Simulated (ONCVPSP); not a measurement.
## What one change does to a pseudopotential (sulfur (S), ONCV)

* Element: sulfur (S)
* Generator: ONCVPSP 4.0.1
* Type: optimised norm-conserving Vanderbilt (ONCV)
* Functional: LDA (Perdew-Zunger)
* Relativity: non-relativistic
* Frozen core: [Ne]
* Valence charge: 6
* Reference configuration: 3s1.75 3p4.25
* Partial waves: 3s: rc 1.20 bohr, ncon 4, nbas 8, qcut 4.7 1/bohr, 1 projector; 3p: rc 1.70 bohr, ncon 5, nbas 8, qcut 4.7 1/bohr, 2 projectors, debl 3.2 Ha
* Local potential: polynomial inside 0.90 bohr (lpopt 4, dvloc0 0 Ha)
* Core correction: Teter function, fcfact 4.25, rcfact 1.4

All-electron outer shells of the reference configuration (LDA (Perdew-Zunger), non-relativistic, ld1.x):

```tsv
shell	level (eV)	outermost node (bohr)	outermost maximum (bohr)
2s	-209.87	0.13	0.39
2p	-156.84	–	0.33
3s	-17.34	0.60	1.40
3p	-7.26	0.58	1.59
```

Change: s: qcut 5.2.

Cutoffs: the cutoffs (Ha) at which the residual kinetic energy of the hardest occupied pseudo-wave falls to 1 and 0.1 mHa per electron; they do not see the model core or the augmentation charge, which bear on the density cutoff. Errors are all-electron minus pseudo energies relative to the spin-unpolarised reference configuration.

Q: Predict the effect on cutoff, ghosts and configuration errors.

A: The potential gets neither clearly harder nor softer (14 Ha and 66 Ha → 13 Ha and 99 Ha); the errors of the 4 common tests hardly move; neither file shows a bound ghost.

| quantity | base | changed |
| --- | --- | --- |
| cutoff, loose | 14 Ha | 13 Ha |
| cutoff, tight | 66 Ha | 99 Ha |
| loose cutoff by channel | s 14 Ha, p 6.2 Ha | s 13 Ha, p 6.2 Ha |
| bound ghosts | none | none |
| GHOST(+) flags under 300 eV | s at 50.0 eV | s at 51.1 eV |
| error for 3s2 3p4, meV [ΔE -2.52 eV] | 0.0 | 0.0 |
| error for 3s2 3p3, meV [ΔE 9.36 eV] | +2.9 | +2.8 |
| error for 3s2 3p2, meV [ΔE 31.75 eV] | +24 | +23 |
| error for 3s2 3p3.5, meV [ΔE 2.20 eV] | +0.4 | +0.4 |
| s: phases at 1.22 bohr within 0.05 rad from the reference energy up to (Ha; the scan ends near 5) | 0.5 | 0.5 |
| p: phases at 1.72 bohr within 0.05 rad from the reference energy up to (Ha; the scan ends near 5) | 4.5 | 4.5 |
| rms error of d²Exc/dni dnj with the model core, mHa | 0.39 | 0.41 |
